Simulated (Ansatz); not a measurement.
`CO[Si](C)(O)F`, charge 0, multiplicity 1.

**Question.** Give a relaxed structure at PBE0-D4/def2-TZVP (the Gaussian-basis code of Ansatz). (An estimate is asked.)

**Answer.** Computed: 
Z-matrix (Å, degrees):
```
C
O 1 1.410
H 1 1.091 2 108.2
H 1 1.094 2 111.5 3 119.5
H 1 1.095 2 111.3 3 -118.9
Si 2 1.629 1 125.3 3 -172.4
O 6 1.625 2 107.8 1 167.6
C 6 1.840 2 114.8 1 -70.8
F 6 1.601 2 106.8 1 49.0
H 7 0.958 6 117.8 2 -40.2
H 8 1.092 6 110.5 2 -179.6
H 8 1.092 6 110.9 2 60.7
H 8 1.092 6 110.6 2 -59.7
```
This is one stationary point; other conformers may exist.
